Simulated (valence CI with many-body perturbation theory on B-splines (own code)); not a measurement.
**Level structure of Au LXXV**

Computed by relativistic CI+MBPT: three valence electrons over a frozen Dirac-Fock core [He], radial functions for each j: 11 s, 11 p, 9 d, 7 f, 5 g, 2 h, 1 i, with the one-electron correlation potential Σ1, the two-electron term Σ2, the three-electron term Σ3, Breit, model QED; selected CI, second order for the rest (own B-spline code, finite nucleus).

No measured spectrum was set against this ion. As an estimate, large intervals hold to a few tenths of a per cent, small ones and those within an open d or f shell to about a per cent.

Levels 46 to 90 of 103, with energies above the lowest level, (2s^2 2p1/2) J=1/2. "Leading %" is the weight of the configuration and term that name the level; weights of strongly mixed levels are sums over their largest components and can fall short. In the jj column 3d3/2^4 stands for four electrons in 3d with j = 3/2.

```csv
No.,Configuration,Term,J,E (Ry),Leading %,g,Second component,Leading jj
46,2s2p3s,²P°,1/2,1080.6,90,0.825,10 % 2s2p3s ⁴P°,2s 2p3/2 3s (100 %)
47,2s2p3p,⁴P,3/2,1080.8,46,1.614,27 % 2s2p3p ⁴S,2s 2p3/2 3p1/2 (100 %)
48,2s2p3p,²D,5/2,1080.8,44,1.296,38 % 2s2p3p ⁴D,2s 2p3/2 3p1/2 (100 %)
49,2s2p3s,²P°,3/2,1081.2,82,1.371,18 % 2s2p3s ⁴P°,2s 2p3/2 3s (99 %)
50,2s2p3p,²P,1/2,1087.9,47,1.261,22 % 2s2p3p ²S,2s 2p3/2 3p1/2 (99 %)
51,2s2p3p,²D,3/2,1088.0,61,0.962,20 % 2s2p3p ²P,2s 2p3/2 3p1/2 (99 %)
52,2p²3s,⁴P,3/2,1096.5,87,1.642,11 % 2p²3s ²P,2p1/2 2p3/2 3s (99 %)
53,2p²3s,²P,1/2,1097.3,66,1.286,33 % 2p²3s ⁴P,2p1/2 2p3/2 3s (98 %)
54,2p²3s,²D,5/2,1097.8,65,1.297,34 % 2p²3s ⁴P,2p1/2 2p3/2 3s (99 %)
55,2p²3s,²D,3/2,1098.5,64,0.944,34 % 2p²3s ²P,2p1/2 2p3/2 3s (99 %)
56,2p²3p,⁴P°,1/2,1101.8,49,1.727,28 % 2p²3p ⁴D°,2p1/2 2p3/2 3p1/2 (100 %)
57,2p²3p,⁴D°,3/2,1102.3,55,1.117,23 % 2p²3p ²D°,2p1/2 2p3/2 3p1/2 (100 %)
58,2p²3p,²F°,5/2,1103.2,50,1.032,30 % 2p²3p ²D°,2p1/2 2p3/2 3p1/2 (100 %)
59,2p²3p,²P°,3/2,1107.1,43,1.294,25 % 2p²3p ²D°,2p1/2 2p3/2 3p1/2 (99 %)
60,2s2p3p,⁴D,7/2,1121.9,100,1.395,,2s 2p3/2 3p3/2 (100 %)
61,2s2p3p,²P,3/2,1122.8,55,1.470,32 % 2s2p3p ⁴S,2s 2p3/2 3p3/2 (100 %)
62,2s2p3p,⁴P,5/2,1124.3,52,1.382,43 % 2s2p3p ²D,2s 2p3/2 3p3/2 (100 %)
63,2s2p3p,²S,1/2,1124.8,48,1.342,39 % 2s2p3p ²P,2s 2p3/2 3p3/2 (100 %)
64,2s2p3d,⁴D°,5/2,1127.6,44,1.209,22 % 2s2p3d ²D°,2s 2p3/2 3d3/2 (100 %)
65,2s2p3d,⁴D°,3/2,1128.1,43,1.304,40 % 2s2p3d ⁴P°,2s 2p3/2 3d3/2 (100 %)
66,2s2p3d,⁴F°,7/2,1128.3,45,1.187,42 % 2s2p3d ²F°,2s 2p3/2 3d3/2 (98 %)
67,2s2p3d,⁴P°,1/2,1128.6,82,2.137,15 % 2s2p3d ⁴D°,2s 2p3/2 3d3/2 (100 %)
68,2s2p3p,²D,5/2,1129.8,71,1.251,16 % 2s2p3p ⁴D,2s 2p3/2 3p3/2 (100 %)
69,2s2p3p,²P,3/2,1131.3,57,1.218,29 % 2s2p3p ²D,2s 2p3/2 3p3/2 (100 %)
70,2s2p3p,²S,1/2,1131.7,59,1.717,20 % 2s2p3p ²P,2s 2p3/2 3p3/2 (100 %)
71,2s2p3d,²D°,3/2,1134.8,62,0.903,14 % 2s2p3d ⁴P°,2s 2p3/2 3d3/2 (94 %)
72,2s2p3d,²F°,5/2,1135.3,68,0.919,16 % 2s2p3d ²D°,2s 2p3/2 3d3/2 (99 %)
73,2s2p3d,²P°,1/2,1136.1,71,0.597,24 % 2s2p3d ⁴D°,2s 2p3/2 3d3/2 (99 %)
74,2s2p3d,⁴F°,9/2,1137.4,100,1.304,,2s 2p3/2 3d5/2 (100 %)
75,2s2p3d,²D°,5/2,1139.4,41,1.301,33 % 2s2p3d ⁴P°,2s 2p3/2 3d5/2 (99 %)
76,2s2p3d,⁴D°,7/2,1139.9,50,1.266,42 % 2s2p3d ²F°,2s 2p3/2 3d5/2 (97 %)
77,2s2p3d,²P°,3/2,1140.6,40,1.157,40 % 2s2p3d ²D°,2s 2p3/2 3d5/2 (91 %)
78,2s2p3d,²P°,1/2,1142.0,81,0.800,7 % 2s2p3d ⁴D°,2s 2p3/2 3d5/2 (94 %)
79,2p²3p,⁴D°,5/2,1145.0,51,1.395,34 % 2p²3p ⁴P°,2p1/2 2p3/2 3p3/2 (98 %)
80,2s2p3d,²F°,7/2,1145.1,45,1.188,22 % 2p²3p ²F°,2s 2p3/2 3d5/2 (67 %)
81,2p²3p,²P°,1/2,1145.5,37,1.534,29 % 2p²3p ⁴P°,2p1/2 2p3/2 3p3/2 (96 %)
82,2p²3p,²D°,3/2,1145.9,50,1.121,18 % 2p²3p ⁴P°,2p1/2 2p3/2 3p3/2 (94 %)
83,2p²3p,²F°,7/2,1146.8,42,1.190,24 % 2s2p3d ²F°,2p1/2 2p3/2 3p3/2 (66 %)
84,2s2p3d,²D°,5/2,1146.9,54,1.155,15 % 2s2p3d ²F°,2s 2p3/2 3d5/2 (86 %)
85,2s2p3d,²P°,3/2,1147.3,68,1.244,8 % 2s2p3d ²D°,2s 2p3/2 3d5/2 (96 %)
86,2p²3p,⁴S°,3/2,1147.9,34,1.413,27 % 2p²3p ²D°,2p1/2 2p3/2 3p3/2 (99 %)
87,2p²3p,²D°,5/2,1148.9,59,1.157,13 % 2p²3p ²F°,2p1/2 2p3/2 3p3/2 (88 %)
88,2p²3d,⁴F,3/2,1149.7,43,0.916,25 % 2p²3d ²P,2p1/2 2p3/2 3d3/2 (100 %)
89,2p²3d,⁴F,5/2,1149.8,52,0.948,39 % 2p²3d ²F,2p1/2 2p3/2 3d3/2 (100 %)
90,2p²3d,⁴D,1/2,1150.3,78,0.252,15 % 2p²3d ²P,2p1/2 2p3/2 3d3/2 (100 %)
```
